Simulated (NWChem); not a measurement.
Molecule: C3H7AlO; SMILES [AlH]([O]C)[CH]=C

```xyz
12

Al    -0.2638     0.0497    -0.0554
H     -1.8308    -0.0416    -0.3119
C      0.6464     1.7556     0.0954
C     -0.0412     2.9051    -0.0203
H      1.7207     1.8383     0.2737
H      0.4260     3.8884     0.0561
H     -1.1172     2.9230    -0.1992
O      0.6558    -1.3843     0.0923
C      0.2971    -2.7448     0.0298
H      0.8467    -3.2415    -0.7809
H      0.5609    -3.2465     0.9705
H     -0.7789    -2.8953    -0.1462
```
Atoms are numbered in this order, from 1.

Program: NWChem. Pople sets run with spherical d functions. The geometry was optimised at B3LYP/6-31G* (spherical d). Vzz is the largest principal value of the second derivative of the potential at the nucleus (NWChem prints the opposite sign); η is the asymmetry. Non-relativistic.

```csv
level,Vzz Al1 (a.u.),η Al1,Vzz O8 (a.u.),η O8
CAM-B3LYP/def2-SVP,0.947,0.31,1.542,0.08
CAM-B3LYP/6-31G*,0.906,0.29,1.511,0.08
PBE0/cc-pVTZ,1.210,0.27,1.581,0.09
PBE0/def2-TZVP,1.182,0.28,1.577,0.09
```
